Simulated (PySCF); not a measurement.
# Dipole response of S²⁺ (sulfur, charge +2)

[Ne] 3s2 3p2, high-spin 3P determinant. Computed with PySCF 2.14 in aug-cc-pVTZ-DK (6s5p3d2f, 50 functions), with the spin-free X2C one-electron Hamiltonian (Gaussian nucleus). Coupled (time-dependent) response in atomic units; α is the mean over directions.

```
   method  mean α (bohr³)         α xx, yy, zz  C₆ (like pair)  S(−4)
      UHF           7.416  7.649, 7.299, 7.299           27.00  20.02
      PBE           7.241  7.404, 7.160, 7.160           26.21  17.80
     PBE0           7.248  7.439, 7.152, 7.152           26.24  17.96
CAM-B3LYP           7.203  7.375, 7.117, 7.117           26.00  17.56
    HSE06           7.222  7.413, 7.127, 7.127           26.12  17.74
```

S(−4) is the Cauchy moment in α(ω) = α(0) + S(−4) ω² + …

α(iu) at HSE06:

```csv
u (hartree),α(iu) (bohr³)
0,7.222
0.0500,7.178
0.100,7.050
0.200,6.587
0.300,5.949
0.500,4.577
0.750,3.189
1.00,2.258
1.50,1.253
2.00,0.7865
3.00,0.3951
5.00,0.1641
```

A single London oscillator, α(iu) = α/(1 + u²/ω²), gives C₆ = (3/4) ω α². Matching the computed C₆ needs ω = 4 × 26.12 / (3 × 7.222²) = 0.668 hartree.

For an ion, C₆ is the dispersion term alone; charge-induced terms of lower order in 1/R come first.

The components differ because the open shell of this determinant is not spherical; for a pure term their mean is the scalar polarisability.
